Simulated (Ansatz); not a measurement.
System: sum formula AlOF, net charge 0, singlet state. 
Geometry from a B3LYP-D3(BJ)/def2-TZVP (Ansatz, a first-principles code) optimisation:
```
Al
O 1 1.5973
F 1 1.6364 2 180.00
```
Charge 0, spin multiplicity 1.

Basis-set convergence of Hartree-Fock and MP2 correlation energies (hartree) with Ansatz. Cores are frozen in the correlated levels unless marked. No spin-orbit coupling. No relativistic terms.

```csv
basis,functions,E(HF),"E(corr, MP2)"
cc-pV(D+d)Z,51,-416.25846,-0.45063
cc-pV(T+d)Z,99,-416.33689,-0.57808
cc-pV(Q+d)Z,174,-416.35563,-0.62569
```

Extrapolating the two largest sets (X = 3 and 4) as X^-3: E(corr) = (64·(-0.62569) - 27·(-0.57808))/37 = -0.6604 Eh, an estimate of the basis-set limit. The largest set recovers 94.7 % of it, the smallest 68.2 %.
